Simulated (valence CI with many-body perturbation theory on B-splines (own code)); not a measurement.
## E1 transitions of Pd XXXII

Method: relativistic CI+MBPT: five valence electrons over a frozen Dirac-Fock core [Ne], radial functions for each j: 9 s, 9 p, 8 d, 6 f, 3 g, 1 h, with the one-electron correlation potential Σ1 (screened to all orders), the two-electron term Σ2, the three-electron term Σ3, Breit, model QED; selected single and double excitations, second order for the rest (own B-spline code, finite nucleus).

No measured spectrum was set against this ion. As an estimate, large intervals hold to a few tenths of a per cent, small ones and those within an open d or f shell to about a per cent. Among the levels kept, up to 600 cm⁻¹ of a level comes from second order outside the variational space, and about a tenth of that is noise between levels of different J, which matters for small intervals.

Lines 101 to 150 of 199 in falling wavelength, among levels below 2003500 cm⁻¹, chosen from the strongest by gf and those to the six lowest levels. Wavelengths and rates use the calculated energies. Electric multipoles are in the length gauge, E1 and E2 with the static RPA response of the core. Weak lines are less certain than strong ones. Lines between different terms over intervals too small for the method are left out, as are lines whose strength nearly cancels. The highest levels of a list are the least certain.

Levels are named by their leading jj configuration (3d3/2^4 stands for four electrons in 3d with j = 3/2), which in mixed levels can hold well under half, so a name can repeat and another be missing. Letters in brackets count levels of one name in rising energy.

```tsv
λ vac (Å)	Upper	Lower	A (s⁻¹)	S (a.u.) with core polarisation	S without
103.9	(3s^2 3p1/2^2 3d3/2) J=3/2	(3s^2 3p1/2^2 3p3/2) J=3/2	2.44e+09	5.41e-03	5.55e-03
103.7	(3s 3p1/2^2 3p3/2 3d3/2) J=5/2	(3s 3p1/2^2 3p3/2^2) J=5/2	1.84e+09	6.08e-03	6.20e-03
103.3	(3s 3p1/2^2 3p3/2 3d3/2) J=3/2 [a]	(3s 3p1/2^2 3p3/2^2) J=5/2	2.46e+09	5.35e-03	5.46e-03
102.4	(3s^2 3p1/2 3p3/2 3d3/2) J=5/2 [a]	(3s^2 3p1/2 3p3/2^2) J=3/2	3.52e+06	1.12e-05	1.12e-05
102.4	(3s^2 3p1/2 3p3/2 3d3/2) J=7/2	(3s^2 3p1/2 3p3/2^2) J=5/2	3.52e+08	1.49e-03	1.52e-03
102.3	(3s^2 3p1/2 3p3/2 3d3/2) J=3/2 [a]	(3s^2 3p1/2 3p3/2^2) J=3/2	1.39e+08	2.95e-04	3.01e-04
102.3	(3s 3p1/2^2 3p3/2 3d3/2) J=7/2	(3s 3p1/2^2 3p3/2^2) J=5/2	4.90e+08	2.07e-03	2.10e-03
101.5	(3s^2 3p1/2 3p3/2 3d3/2) J=1/2 [a]	(3s^2 3p1/2 3p3/2^2) J=3/2	1.24e+09	1.28e-03	1.31e-03
101.4	(3s 3p1/2 3p3/2^3) J=1/2	(3s^2 3p1/2 3p3/2^2) J=1/2	8.54e+09	8.79e-03	9.01e-03
100.5	(3s 3p1/2^2 3p3/2 3d3/2) J=3/2 [b]	(3s^2 3p1/2^2 3d3/2) J=3/2	1.36e+10	2.72e-02	2.78e-02
100.1	(3s^2 3p1/2 3p3/2 3d5/2) J=3/2 [a]	(3s^2 3p1/2 3p3/2^2) J=1/2	1.41e+09	2.79e-03	2.87e-03
99.90	(3s^2 3p1/2 3p3/2 3d5/2) J=1/2 [b]	(3s^2 3p3/2^3) J=3/2	1.11e+10	1.10e-02	1.12e-02
99.78	(3s^2 3p1/2 3p3/2 3d5/2) J=7/2 [a]	(3s^2 3p1/2 3p3/2^2) J=5/2	3.69e+07	1.45e-04	1.48e-04
99.34	(3s 3p1/2 3p3/2^3) J=5/2	(3s^2 3p1/2 3p3/2^2) J=3/2	2.33e+08	6.77e-04	6.93e-04
98.52	(3p1/2^2 3p3/2^3) J=3/2	(3s^2 3p1/2^2 3d3/2) J=3/2	4.80e+09	9.06e-03	9.28e-03
96.09	(3s 3p1/2^2 3p3/2^2) J=1/2	(3s^2 3p1/2^2 3p3/2) J=3/2	2.58e+10	2.26e-02	2.31e-02
94.65	(3s 3p1/2^2 3p3/2 3d3/2) J=3/2 [b]	(3s 3p1/2^2 3p3/2^2) J=5/2	6.60e+08	1.10e-03	1.13e-03
94.50	(3s^2 3p3/2^2 3d3/2) J=1/2	(3s^2 3p3/2^3) J=3/2	9.79e+09	8.16e-03	8.36e-03
94.03	(3s^2 3p1/2 3p3/2 3d3/2) J=3/2 [b]	(3s^2 3p1/2 3p3/2^2) J=1/2	1.72e+09	2.82e-03	2.88e-03
93.94	(3s^2 3p1/2 3p3/2 3d5/2) J=3/2 [a]	(3s^2 3p1/2 3p3/2^2) J=5/2	1.51e+10	2.46e-02	2.52e-02
93.58	(3s^2 3p3/2^2 3d3/2) J=5/2	(3s^2 3p3/2^3) J=3/2	6.38e+09	1.55e-02	1.58e-02
93.50	(3s 3p1/2^2 3p3/2^2) J=3/2	(3s^2 3p1/2^2 3p3/2) J=3/2	3.76e+10	6.07e-02	6.20e-02
93.50	(3s^2 3p3/2^2 3d3/2) J=3/2 [a]	(3s^2 3p3/2^3) J=3/2	2.53e+08	4.08e-04	4.19e-04
92.86	(3p1/2^2 3p3/2^3) J=3/2	(3s 3p1/2^2 3p3/2^2) J=5/2	1.06e+10	1.68e-02	1.72e-02
92.85	(3s^2 3p1/2 3p3/2 3d5/2) J=5/2 [a]	(3s^2 3p1/2 3p3/2^2) J=5/2	4.06e+09	9.63e-03	9.84e-03
91.75	(3s^2 3p1/2 3p3/2 3d3/2) J=1/2 [b]	(3s^2 3p1/2 3p3/2^2) J=1/2	1.94e+09	1.48e-03	1.51e-03
91.51	(3s 3p1/2^2 3p3/2 3d5/2) J=5/2	(3s 3p1/2^2 3p3/2^2) J=5/2	1.36e+10	3.10e-02	3.16e-02
90.65	(3s 3p1/2 3p3/2^3) J=1/2	(3s^2 3p1/2 3p3/2^2) J=3/2	4.26e+10	3.13e-02	3.20e-02
90.01	(3s^2 3p1/2^2 3d5/2) J=5/2	(3s^2 3p1/2^2 3p3/2) J=3/2	2.95e+10	6.37e-02	6.50e-02
89.56	(3s^2 3p1/2 3p3/2 3d5/2) J=3/2 [a]	(3s^2 3p1/2 3p3/2^2) J=3/2	3.02e+10	4.28e-02	4.38e-02
88.84	(3s^2 3p1/2 3p3/2 3d5/2) J=3/2 [b]	(3s^2 3p1/2 3p3/2^2) J=1/2	9.24e+07	1.28e-04	1.33e-04
88.60	(3s^2 3p1/2 3p3/2 3d3/2) J=3/2 [b]	(3s^2 3p1/2 3p3/2^2) J=5/2	1.13e+10	1.55e-02	1.58e-02
88.57	(3s^2 3p1/2 3p3/2 3d5/2) J=5/2 [a]	(3s^2 3p1/2 3p3/2^2) J=3/2	2.62e+10	5.40e-02	5.51e-02
87.63	(3s^2 3p1/2 3p3/2 3d3/2) J=5/2 [b]	(3s^2 3p1/2 3p3/2^2) J=5/2	4.17e+10	8.31e-02	8.49e-02
87.12	(3s^2 3p1/2 3p3/2 3d5/2) J=7/2 [b]	(3s^2 3p1/2 3p3/2^2) J=5/2	4.31e+10	1.12e-01	1.15e-01
87.02	(3s^2 3p1/2 3p3/2 3d5/2) J=3/2 [c]	(3s^2 3p1/2 3p3/2^2) J=1/2	4.50e+10	5.85e-02	5.97e-02
86.99	(3s^2 3p3/2^2 3d5/2) J=5/2 [a]	(3s^2 3p3/2^3) J=3/2	9.41e+07	1.83e-04	1.88e-04
86.17	(3s^2 3p3/2^2 3d3/2) J=3/2 [b]	(3s^2 3p3/2^3) J=3/2	2.98e+10	3.77e-02	3.85e-02
84.71	(3s^2 3p1/2 3p3/2 3d5/2) J=1/2 [a]	(3s^2 3p1/2 3p3/2^2) J=1/2	1.05e+11	6.33e-02	6.47e-02
84.70	(3s^2 3p1/2 3p3/2 3d3/2) J=3/2 [b]	(3s^2 3p1/2 3p3/2^2) J=3/2	6.64e+09	7.97e-03	8.15e-03
83.98	(3s^2 3p1/2 3p3/2 3d5/2) J=3/2 [b]	(3s^2 3p1/2 3p3/2^2) J=5/2	1.64e+11	1.92e-01	1.96e-01
83.87	(3s 3p1/2 3p3/2^3) J=3/2	(3s^2 3p1/2^2 3p3/2) J=3/2	6.66e+09	7.76e-03	7.93e-03
83.81	(3s^2 3p1/2 3p3/2 3d3/2) J=5/2 [b]	(3s^2 3p1/2 3p3/2^2) J=3/2	9.18e+08	1.60e-03	1.64e-03
82.85	(3s^2 3p1/2 3p3/2 3d3/2) J=1/2 [b]	(3s^2 3p1/2 3p3/2^2) J=3/2	2.17e+10	1.22e-02	1.25e-02
82.35	(3s^2 3p1/2 3p3/2 3d5/2) J=3/2 [c]	(3s^2 3p1/2 3p3/2^2) J=5/2	3.45e+09	3.81e-03	3.90e-03
82.04	(3s^2 3p1/2 3p3/2 3d5/2) J=5/2 [b]	(3s^2 3p1/2 3p3/2^2) J=5/2	5.57e+10	9.11e-02	9.31e-02
81.50	(3s^2 3p1/2 3p3/2 3d3/2) J=5/2 [a]	(3s^2 3p1/2^2 3p3/2) J=3/2	5.95e+08	9.54e-04	9.72e-04
81.43	(3s^2 3p1/2 3p3/2 3d3/2) J=3/2 [a]	(3s^2 3p1/2^2 3p3/2) J=3/2	2.78e+09	2.97e-03	3.03e-03
81.06	(3s^2 3p3/2^2 3d5/2) J=3/2	(3s^2 3p3/2^3) J=3/2	1.60e+11	1.68e-01	1.72e-01
80.90	(3s^2 3p1/2 3p3/2 3d3/2) J=1/2 [a]	(3s^2 3p1/2^2 3p3/2) J=3/2	5.06e+09	2.64e-03	2.70e-03
```
